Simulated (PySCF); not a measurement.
Sn(H)2(NH2)(NMe2) (C2H10N2Sn), SMILES C[N]([SnH2][NH2])C.

Geometry optimised at r2SCAN-D4/def2-SVP. The def2 effective core potentials stand for the cores of Sn; spin–orbit coupling is left out. The values are those of a single conformer.

These are TDA-LC-ωPBE/def2-SVPD run with PySCF 2.14.0 values and carry that method's errors.

Vertical excitations. 

Computed lowest excited states:
```
state  energy (eV)  λ (nm)      f                                                                  main pairs
-----  -----------  ------  -----  --------------------------------------------------------------------------
S1            5.74     216  0.042        HOMO→LUMO+2 26 %, HOMO→LUMO+1 22 %, HOMO→LUMO+3 21 %, HOMO→LUMO 18 %
S2            6.30     197  0.023                          HOMO→LUMO+2 46 %, HOMO→LUMO 21 %, HOMO→LUMO+1 18 %
S3            6.38     194  0.053                          HOMO→LUMO+1 49 %, HOMO→LUMO 29 %, HOMO→LUMO+4 10 %
S4            6.60     188  0.069                    HOMO−1→LUMO 56 %, HOMO−1→LUMO+2 13 %, HOMO−1→LUMO+1 12 %
S5            7.21     172  0.002                                          HOMO→LUMO+3 50 %, HOMO→LUMO+4 32 %
S6            7.46     166  0.036                                                            HOMO→LUMO+5 64 %
S7            7.68     161  0.041  HOMO−1→LUMO+2 40 %, HOMO−1→LUMO 27 %, HOMO−1→LUMO+1 7 %, HOMO−1→LUMO+3 7 %
S8            7.73     160  0.012         HOMO→LUMO+4 36 %, HOMO→LUMO+5 14 %, HOMO→LUMO 12 %, HOMO→LUMO+3 9 %
S9            7.79     159  0.050                                      HOMO−1→LUMO+1 46 %, HOMO−1→LUMO+2 18 %
S10           8.00     155  0.009                                                            HOMO→LUMO+6 72 %
T1            5.08     244      0         HOMO→LUMO+3 26 %, HOMO→LUMO+2 24 %, HOMO→LUMO 23 %, HOMO→LUMO+9 8 %
T2            5.77     215      0  HOMO−1→LUMO 33 %, HOMO−1→LUMO+1 22 %, HOMO−1→LUMO+2 9 %, HOMO−1→LUMO+3 9 %
T3            6.08     204      0         HOMO→LUMO+2 30 %, HOMO→LUMO+1 22 %, HOMO→LUMO 17 %, HOMO−1→LUMO 6 %
T4            6.11     203      0                          HOMO→LUMO+1 54 %, HOMO→LUMO 16 %, HOMO→LUMO+2 10 %
```
Triplets are in the Tamm–Dancoff approximation.
